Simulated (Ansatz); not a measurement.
Ansatz (a first-principles code) input:

Ansatz 0.2 input:
```yaml
crystal:
  periodic: [false, false, false]
  atoms:
    - {symbol: O, position_ang: [-0.18914202, 0.27779789, -0.65357083]}
    - {symbol: Sn, position_ang: [-1.49596526, -1.05874343, -0.00980476]}
    - {symbol: H, position_ang: [-2.90090272, -0.72392211, -0.97759828]}
    - {symbol: H, position_ang: [-1.79973772, -0.66398593, 1.66524667]}
    - {symbol: Sn, position_ang: [1.50461156, 0.97291431, 0.08479178]}
    - {symbol: H, position_ang: [1.44914418, 2.66041891, -0.17501488]}
    - {symbol: H, position_ang: [2.77278973, 0.22331595, -0.78534285]}
    - {symbol: H, position_ang: [1.55952768, 0.57324655, 1.75192447]}
basis:
  gaussian:
    orbitals: def2-TZVPD
hamiltonian:
  xc: {name: revPBE}
magnetization: {spin_polarized: true, initial_magnetization: 1}
output: {forces: true}
```

Question: Which total energy does the run end on?

Answer: -506.88899 Eh (revPBE/def2-TZVPD). The basis has 197 functions.

It need not be the lowest isomer of its formula.
